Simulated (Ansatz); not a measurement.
The first iterations of a band of C3H7NO2S (14 atoms, charge 0, multiplicity 1).

Method: RKS BLYP/def2-SVP (Ansatz 0.2.0).

```yaml
movable_images: 3
climbing_image: yes
spring: 5.0 eV/Å²
optimiser: quadratic models (default)
start_path: IDPP
force_threshold: 0.03 eV/Å
iteration_limit: 60
end_points: relaxed
```

Initial state:

```xyz
14
Properties=species:S:1:pos:R:3
C 1.118 -1.614 0.681
O 0.826 -0.637 -0.335
C -0.386 0.037 -0.234
S -1.887 -1.118 -0.340
N -0.394 1.210 -1.107
C -0.461 2.023 0.126
O -0.560 0.832 0.958
H 0.390 -2.451 0.653
H 2.136 -1.987 0.464
H 1.096 -1.149 1.689
H -1.455 -1.746 -1.473
H 0.494 1.285 -1.621
H -1.374 2.652 0.213
H 0.443 2.635 0.356
```

Final state:

```xyz
14
Properties=species:S:1:pos:R:3
C 0.992 -1.723 0.607
O 0.644 -0.778 -0.422
C -0.417 0.082 -0.160
S -2.056 -0.830 0.121
N -0.432 1.183 -1.122
C -0.136 2.073 0.022
O -0.237 0.967 0.964
H 1.881 -2.266 0.238
H 1.240 -1.196 1.552
H 0.160 -2.432 0.797
H -1.950 -1.584 -1.012
H 0.339 1.084 -1.795
H -0.914 2.843 0.218
H 0.873 2.547 0.021
```

| iteration | highest image above the first end (eV) | largest band force component (eV/Å) |
| --- | --- | --- |
| 1 | 0.123 | 0.552 |
| 2 | 0.074 | 0.149 |

Q: Does the band converge within its limit, and where does its top end?

A: The forces met the threshold. It ended after 6 iterations with the highest image 0.071 eV above the first end. Another band between the same ends (9 images) ends at a top of the same energy, where a vibrational analysis finds 1 clearly imaginary mode. So few images can step over the top or miss a turn of the path.

The run took 67 s on 2 threads of Arm Neoverse V2 (shared host), peak memory 0.19 GiB.
